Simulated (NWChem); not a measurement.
# C$_{4}$H$_{3}$Br; SMILES C#C/C=C\Br

This build's default masses of Se (78.918 u) and Br (79.917 u) are each other's, which moves their modes by up to 0.6 %.

Problem. Give the equilibrium geometry at PBE0/def2-SVP (NWChem) as a Z-matrix, with the point group.

Solution. point group Cs; any orientation.
```
C
C 1 1.3426
H 2 1.0913 1 121.74
H 1 1.0965 2 116.55 3 0.00
C 1 1.4175 4 117.04 2 180.00
C 5 1.2139 4 151.28 1 180.00
H 6 1.0746 4 162.21 1 180.00
Br 2 1.8653 3 113.81 1 180.00
```
